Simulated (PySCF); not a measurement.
Si(OH)3(NH2) (H₅NO₃Si), SMILES N[Si](O)(O)O. Geometry: PBE-D3(BJ)/def2-SVP. One conformer was computed; it need not be the lowest.

Calculation: PBE-D3(BJ)/def2-SVP in PySCF.

Harmonic wavenumbers (cm⁻¹): 130, 214, 232, 253, 289, 324, 343, 358, 394, 413, 723, 779, 810, 818, 837, 886, 959, 972, 1486, 3504, 3603, 3763, 3766, 3772. Rotational constants (GHz): 4.043, 3.833, 3.401; symmetry number 1.

Question: Work out the zero-point energy and the ideal-gas rigid-rotor harmonic-oscillator thermochemistry at 298.15 K and 1 atm.

Answer: ZPE = ½ Σ hcν = ½ × 29626 cm⁻¹ = 177.20 kJ/mol. H − E(el) = 200.05 kJ/mol. Entropy in J/(mol K): translation 165.56, rotation 109.68, vibration 71.05, total 346.28. G − E(el) = 96.80 kJ/mol. Cp = 122.97 J/(mol K). Modes under 150 cm⁻¹ make the vibrational entropy uncertain.
